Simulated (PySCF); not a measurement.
Task: Give a GFN2-xTB geometry of InChI=1S/C7H5/c1-2-4-7-5-6(7)3-1/h1,3-4H,5H2. (Doublet state.)

Result: 
```xyz
12
C7H5 angstrom
C      1.4110    1.1491   -0.0401
C      1.7941   -0.1428   -0.2019
C      0.8220   -1.1843   -0.1992
C     -0.4370   -0.7158   -0.0254
C     -0.7649    0.6126    0.1340
C      0.1267    1.6453    0.1400
C     -1.8808   -0.3821    0.1566
H      2.8340   -0.4015   -0.3340
H      1.1094   -2.2174   -0.3254
H     -0.1067    2.6911    0.2640
H     -2.3593   -0.6123    1.1024
H     -2.5473   -0.4425   -0.6970
```

Any rigid rotation of these coordinates is as good. Atoms count from 1 in this order. C3 (carbon bonded to 2 C and H) is planar (angles 126.4°, 121.2° and 112.4°, sum 360.0°, 0.00 Å off the plane of its three neighbours). C6 (carbon bonded to 2 C and H) is planar (angles 126.4°, 124.2° and 109.5°, sum 360.0°, 0.00 Å off the plane of its three neighbours). The 6-membered ring C1–C2–C3–C4–C5–C6 has internal angles of 109.5° to 128.1° (sum 720°, against 720° for a flat polygon); it is planar, 0.00 Å rms from its mean plane, widest ring torsion 0°. C5 (carbon bonded to 3 C) has angles 172.4°, 125.1° and 62.5°.

Bonds between heavy atoms (Å): C1–C2 1.357, C2–C3 1.425, C3–C4 1.355, C4–C5 1.377, C5–C6 1.364, C5–C7 1.495, C1–C6 1.389, C4–C7 1.493.

Structure optimised with GFN2-xTB, isolated species. This method treats the open shell by occupation alone, without spin polarisation.

Point group: Cs (every atom within 0.08 Å of its image). Not checked by GFN2-xTB frequencies.

These are computed values.
